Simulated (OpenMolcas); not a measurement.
## Pd³⁺: from RASSCF to RASPT2

```json
{"Program": "OpenMolcas 26.06", "Basis": "ANO-RCC-VDZP [6s5p3d1f]", "Scalar Hamiltonian": "DKH2, point nucleus", "Active space": "7 electrons in 9 orbitals (RAS2 4d 5s; RAS3 5p, at most 2 electrons)", "State averaging": "2S+1 = 4 even, 60 roots; 2S+1 = 6 even, 5 roots kept (CI in the orbitals of an earlier block); 2S+1 = 2 even, 83 roots kept (CI in the orbitals of an earlier block); 2S+1 = 4 odd, 49 roots; 2S+1 = 6 odd, 15 roots kept (CI in the orbitals of an earlier block); 2S+1 = 2 odd, 9 roots kept (CI in the orbitals of an earlier block, 0 in the spin-orbit step)", "Spin-orbit coupling": "RASSI with atomic mean-field integrals over the reference wave functions, term energies averaged over their components"}
```

Methods on the same reference wave functions:
A. RASSCF
B. SS-RASPT2, IPEA 0.25 Eh, imaginary shift 0.1 Eh (closed shells correlated: 4s 4p)
C. MS-RASPT2, IPEA 0.25 Eh, imaginary shift 0.1 Eh (closed shells correlated: 4s 4p)

Energies in cm⁻¹ above 4d⁷ ⁴F_9/2.

```json
{"Level": "4d⁷ ⁴F_9/2", "A": "0.0", "B": "0.0", "C": "0.0"}
{"Level": "4d⁷ ⁴F_7/2", "A": "3127", "B": "3170", "C": "3170"}
{"Level": "4d⁷ ⁴F_5/2", "A": "5074", "B": "5050", "C": "5050"}
{"Level": "4d⁷ ⁴F_3/2", "A": "6294", "B": "6200", "C": "6200"}
{"Level": "4d⁷ ⁴P_3/2 [59 %]", "A": "16959", "B": "13790", "C": "13790"}
{"Level": "4d⁷ ⁴P_5/2", "A": "17187", "B": "14710", "C": "14710"}
{"Level": "4d⁷ ²G_9/2", "A": "17934", "B": "15870", "C": "15870"}
{"Level": "4d⁷ ⁴P_1/2", "A": "19232", "B": "16470", "C": "16470"}
{"Level": "4d⁷ ²G_7/2", "A": "21023", "B": "18870", "C": "18870"}
{"Level": "4d⁷ ²H_11/2", "A": "23988", "B": "21860", "C": "21860"}
{"Level": "4d⁷ ²D_5/2(1)", "A": "26019", "B": "22420", "C": "22420"}
{"Level": "4d⁷ ²P_1/2", "A": "26721", "B": "22340", "C": "22340"}
{"Level": "4d⁷ ²H_9/2", "A": "27152", "B": "25030", "C": "25030"}
{"Level": "4d⁷ ²D_3/2(1) [67 %]", "A": "31327", "B": "27460", "C": "27460"}
{"Level": "4d⁷ ²F_5/2", "A": "39164", "B": "33940", "C": "33940"}
{"Level": "4d⁷ ²F_7/2", "A": "40724", "B": "35570", "C": "35570"}
{"Level": "4d⁷ ²D_3/2(2)", "A": "60813", "B": "52680", "C": "52680"}
{"Level": "4d⁷ ²D_5/2(2)", "A": "62348", "B": "54260", "C": "54260"}
{"Level": "4d⁶ 5s ⁶D_9/2", "A": "94455", "B": "99520", "C": "99520"}
{"Level": "4d⁶ 5s ⁶D_7/2", "A": "96274", "B": "101340", "C": "101340"}
{"Level": "4d⁶ 5s ⁶D_5/2", "A": "97461", "B": "102500", "C": "102500"}
{"Level": "4d⁶ 5s ⁶D_3/2", "A": "98257", "B": "103280", "C": "103280"}
{"Level": "4d⁶ 5s ⁶D_1/2", "A": "98736", "B": "103760", "C": "103760"}
```

Between B and C no level of the table moves by more than 5 cm-1.

From A to B the spin-free energies of the other terms of 4d⁷ shown, above ⁴F, scale by factors of 0.78 to 0.90, as is usual when dynamic correlation screens the repulsion within a d or f shell.

The lowest spin-free term lies below A's lowest term by 0.303 hartree in B, 0.303 hartree in C.

Term energies are means over components that CASPT2 splits; among the terms shown or strongly mixed into the levels shown the widest spread is 1200 cm-1 (4d⁷ ⁴F, C). Some high roots are left out of the spin-orbit mixing, which shifts the levels that they would mix with. Terms from blocks run as CI alone lack orbitals of their own. A single d shell beside an s shell can misplace configurations of different d count against each other. The basis is small and was not contracted for so high a charge. Without dynamic correlation excited terms often stand tens of per cent too high (terms of higher spin than the ground term too low), and those without a measured partner can miss by more than the paired ones (holds for A). The CASPT2 spread within a term exceeds the gap to the next term for 4d⁷ ²H and 4d⁷ ²D(1), so the order of their levels is uncertain (holds for B; C). Blocks of more than 70 roots (2S+1 = 2 even) ran without multistate coupling (holds for C). Levels of configurations outside the active space are missing. Levels that lie high or do not pair safely by name in every column are left out.

A share in square brackets marks a mixed level and gives the weight of the term that names it, the lowest over the columns. A number in round brackets counts repeated terms of one configuration in the order of the reference energies.
